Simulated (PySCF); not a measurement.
Species: CH₆ClFPSi₂ (doublet state).
Geometry (GFN2-xTB, Å), atoms numbered from 1 in this order:
```
atom  x, y, z in Å
F1    -1.3870   -1.4371    1.1589
C2    -1.8046   -0.7649    0.0451
Cl3   -1.0873   -1.5971   -1.3860
Si4   -1.1581    1.0676    0.0966
Si5    1.0792    1.0645    0.6701
P6     2.4649   -0.4275   -0.2768
H7    -2.8849   -0.9162   -0.0244
H8    -1.7016    1.5657   -1.1790
H9     1.1984    0.8515    2.1186
H10    1.6373    2.3861    0.3527
H11    1.6623   -1.5265   -0.0363
H12    1.9824   -0.2668   -1.5655
```

The hyperfine couplings belong to this conformer and change with its torsions.

The species is `F[C@H](Cl)[SiH][SiH2]P` [radical].

The calculation used UKS B3LYP, pcH-1 on C Cl F H P Si, non-relativistic, mean-field spin-orbit, GIAO (PySCF). Isolated species at its GFN2-xTB geometry (one conformer only). Couplings are sensitive to structure, and on GFN2-xTB geometries they can be far from those on DFT ones, by a factor of two or more for some ions and for spin on atoms past the first row. Stability of the SCF solution: not tested.

Question: What is the g tensor, term by term?

Answer: 
```json
{"Δg (ppm)": "relativistic mass correction", "1": "-148", "2": "-148", "3": "-148"}
{"Δg (ppm)": "gauge correction", "1": "41", "2": "10", "3": "41"}
{"Δg (ppm)": "orbital Zeeman/spin–orbit", "1": "-2129", "2": "294", "3": "3510"}
{"Δg (ppm)": "total", "1": "-2236", "2": "156", "3": "3403"}
```

So g = 2.00008, 2.00247, 2.00572 and g_iso = 2.00276; the tensor is rhombic: the two nearest values differ by 42 % of g3 − g1. Axes: g1 points within 11° of the Si4–Si5 bond.

Question: At 9.334 GHz, how far is the centre of the isotropic spectrum from where a free electron (g = 2.002319) resonates?

Answer: B = hν/(g μB) with μB/h = 13.99624 MHz/mT gives 333.06 mT for the free electron and 332.99 mT at g_iso, 0.07 mT lower.

Question: Average each term over the three axes. Which is largest in size?

Answer: The orbital-Zeeman/spin–orbit term 558, the mass correction -148 and the gauge correction 31 ppm, for a total of 441 ppm. The orbital-Zeeman/spin–orbit term is the largest in size. The mass correction is the same along every axis, so the anisotropy comes from the other two: their spans along these axes are 31 (gauge) and 5639 ppm (orbital Zeeman/spin–orbit).

Question: In a frozen sample, at which fields do the three g values resonate at 9.5, 34, 94 and 263 GHz (hyperfine left aside), and which band first spreads them over more than twice a line width of 1.0 mT?

Answer: 
```
band    GHz  B(g3) mT  B(g2) mT  B(g1) mT  spread mT
   X    9.5    338.41    338.96    339.36       0.95
   Q   34.0   1211.15   1213.11   1214.56       3.41
   W   94.0   3348.46   3353.89   3357.90       9.44
   J  263.0   9368.57   9383.77   9394.98      26.41
```

The spread grows in proportion to the frequency. Q band is the first where it exceeds 2.0 mT.

The Mulliken spin populations are largest on Si4 (+0.90) and P6 (+0.08). No atom but Si4 exceeds +0.15. The angles at Si4 add up to 334.0°, so it is pyramidal.

The HOMO–LUMO gaps are 5.04 eV among the α and 3.87 eV among the β orbitals.
